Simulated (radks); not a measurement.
Problem. Valence configurations of Sb II (all share [Kr]). Calculated with a radial shooting solver on a logarithmic mesh with Libxc functionals: scalar-relativistic Kohn-Sham, r2SCAN, spin-polarised, spherical densities, finite nucleus; open shells are filled with parallel spins first (spin-orbit coupling, left out, can overturn this in heavy ions); meta-GGA in the generalised Kohn-Sham scheme; Fermi nuclear charge, rms radius 4.6802 fm. Order these by energy: 4d10 5s1 5p3; 4d9 5s2 5p3; 4d8 5s1.5 5p4.5; 4d8.5 5s2 5p3.5; 4d8 5s2 5p4; 4d8.5 5s1 5p4.5; 4d9.5 5s2 5p2.5; 4d10 5s1.5 5p2.5; 4d9 5s1 5p4; 4d10 5s2 5p2.

Solution. From the lowest, in eV above it: 4d10 5s2 5p2 0.000; 4d10 5s1.5 5p2.5 3.104; 4d10 5s1 5p3 5.556; 4d9.5 5s2 5p2.5 15.333; 4d9 5s2 5p3 31.565; 4d9 5s1 5p4 41.060; 4d8.5 5s2 5p3.5 50.316; 4d8.5 5s1 5p4.5 60.099; 4d8 5s2 5p4 69.878; 4d8 5s1.5 5p4.5 74.961. NIST lists [Kr] 4d10 5s2 5p2 as the ground configuration; this level of theory agrees among the configurations tried. The energies are those of spherical high-spin densities, not of single terms.
